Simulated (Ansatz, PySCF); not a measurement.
This Ansatz (a first-principles code) input computes a CAM-B3LYP/def2-TZVPD energy:

Ansatz 0.2 input:
```yaml
crystal:
  periodic: [false, false, false]
  atoms:
    - {symbol: Sn, position_ang: [0.13048614, -0.08034171, 0.14751107]}
    - {symbol: O, position_ang: [0.91486065, 0.50158195, -1.49450894]}
    - {symbol: O, position_ang: [-1.73039902, 0.00055375, 0.57256472]}
basis:
  gaussian:
    orbitals: def2-TZVPD
hamiltonian:
  xc: {name: CAM-B3LYP}
total_charge: -1
magnetization: {spin_polarized: true, initial_magnetization: 1}
output: {forces: true}
```

Task: Write an input for the same energy in PySCF and say what it gives.

Result: 
```python
from pyscf import gto, scf, dft

mol = gto.M(
    atom='''
    Sn    0.13048614   -0.08034171    0.14751107
    O     0.91486065    0.50158195   -1.49450894
    O    -1.73039902    0.00055375    0.57256472
    ''',
    basis='def2-tzvpd',
    ecp='def2-tzvp',
    charge=-1,
    spin=1,
    verbose=4,
)

mf = dft.UKS(mol, xc='camb3lyp').density_fit(auxbasis='def2-universal-jkfit')
mf.grids.level = 3
mf.conv_tol = 1e-9
mf.max_cycle = 100
mf.max_memory = 1500
mf.kernel()
if not mf.converged:
    mf = mf.newton()
    mf.kernel(mf.make_rdm1())
for _ in range(2):
    mo, _, stable, _ = mf.stability(return_status=True)
    if stable:
        break
    mf.kernel(mf.make_rdm1(mo, mf.mo_occ))
mf.analyze()
```
It gives -364.76265 Eh, and Ansatz -364.76264 Eh, a difference of 0.01 mEh.
